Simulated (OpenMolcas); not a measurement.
## Ta+: CASPT2 settings compared

```json
{"Program": "OpenMolcas", "Basis": "ANO-R2 [8s6p5d3f1g]", "Scalar Hamiltonian": "X2C, finite nucleus", "Active space": "4 electrons in 6 orbitals (5d 6s)", "State averaging": "2S+1 = 5 even, 15 roots; 2S+1 = 3 even, 90 roots (26 in the spin-orbit step); 2S+1 = 1 even, 77 roots (14 in the spin-orbit step)", "Spin-orbit coupling": "RASSI with atomic mean-field integrals over the reference wave functions, term energies averaged over their components"}
```

Methods on the same reference wave functions:
A. CASSCF
B. SS-CASPT2, IPEA 0.2 Eh, no level shift (closed shells correlated: 5s 5p)
C. SS-CASPT2, IPEA 0.35 Eh, sigma1 regulariser 0.3 Eh (closed shells correlated: 5s 5p)
D. MS-CASPT2, IPEA 0.2 Eh, no level shift (closed shells correlated: 5s 5p)
E. MS-CASPT2, IPEA 0.35 Eh, sigma1 regulariser 0.3 Eh (closed shells correlated: 5s 5p)
F. XMS-CASPT2, IPEA 0.15 Eh, sigma1 regulariser 0.25 Eh (closed shells correlated: 5s 5p)

Energies in cm⁻¹ above 5d³ 6s ⁵F₁, the measured ground level; measured values from NIST Handbook of Basic Atomic Spectroscopic Data.

| Level | A | B | C | D | E | F | Measured |
| --- | --- | --- | --- | --- | --- | --- | --- |
| 5d³ 6s ⁵F₁ | 0.0 | 0.0 | 0.0 | 0.0 | 0.0 | 0.0 | 0.0 |
| 5d³ 6s ⁵F₂ | 888 | 860 | 866 | 818 | 846 | 828 | 1031 |
| 5d³ 6s ⁵F₃ | 2199 | 2150 | 2160 | 2110 | 2140 | 2130 | 2642 |
| 5d³ 6s ⁵F₄ | 3869 | 3790 | 3800 | 3760 | 3780 | 3790 | 4416 |
| 5d³ 6s ⁵F₅ | 5801 | 5640 | 5670 | 5640 | 5670 | 5730 | 6187 |
| 5d³ 6s ³P₀ | 6516 | 2890 | 3400 | 2890 | 3400 | 4000 |  |
| 5d³ 6s ³P₁ | 7210 | 3770 | 4260 | 3770 | 4260 | 4800 |  |
| 5d³ 6s ³F₂(1) [72 %] | 10583 | 3550 | 4210 | 2630 | 3480 | 2790 |  |
| 5d³ 6s ⁵P₁ | 12345 | 10830 | 11040 | 10830 | 11040 | 10970 |  |
| 5d³ 6s ³F₃(1) | 12347 | 5690 | 6360 | 5200 | 6030 | 5280 |  |

Deviations, from unrounded energies. A percentage is the sum of absolute deviations over the sum of measured energies, with the sign that they share, or ± where signs differ.

```csv
Against measurement,Levels,A,B,C,D,E,F
mean absolute deviation (cm-1),4,380,460,440,480,460,450
fine structure of the ground term (%),4,-10.6,-12.8,-12.4,-13.6,-12.8,-12.6
```

A lies closest to measurement on these levels and D furthest from it. The largest miss of A in the table is 5d³ 6s ⁵F₄, by -550 cm-1. The ranking rests on the paired levels alone, and a cruder setting can come out closer through cancelling errors.

Among B to F the level of the table that moves most is 5d³ 6s ³F₂(1) [72 %], by 1600 cm-1 (lowest in D, highest in C). Moves below CASPT2's spread within the term are not significant.

The mean deviations of B to F differ by less than CASPT2's widest spread within a term (1200 cm-1), so their order carries little weight.

From A to B the spin-free energies of the other terms of 5d³ 6s shown, above ⁵F, scale by factors of 0.29 to 0.86.

The lowest spin-free term lies below A's lowest term by 0.249 hartree in B, 0.244 hartree in C, 0.249 hartree in D, 0.244 hartree in E, 0.257 hartree in F.

Term energies are means over components that CASPT2 splits; among the terms shown or strongly mixed into the levels shown the widest spread is 1200 cm-1 (5d³ 6s ⁵F, F). Some high roots are left out of the spin-orbit mixing, which shifts the levels that they would mix with. Configurations are named by rounded mean occupations; where the s occupation lies near a half they are strongly mixed, a name can repeat and a true partner stay unpaired. No level of 5d² 6s² was computed, though it lies in the active space. Without dynamic correlation excited terms often stand tens of per cent too high (terms of higher spin than the ground term too low), and those without a measured partner can miss by more than the paired ones (holds for A). The CASPT2 spread within a term exceeds the gap to the next term for 5d³ 6s ³P and 5d³ 6s ³F(1), so the order of their levels is uncertain, and so are names and mixing where such terms share a J (holds for D). Measured partners are found by configuration, term and J. A level has none where our copy of the source lacks it or the pairing is in doubt (some pairs that miss far off the trend of their configuration count as doubtful), and it then counts in no deviation. Only configurations of the active space appear. The table leaves out levels that lie high or whose names do not pair safely across all columns.

A share in square brackets marks a mixed level and gives the weight of the term that names it, the lowest over the columns. A number in round brackets counts repeated terms of one configuration in the order of the reference energies.
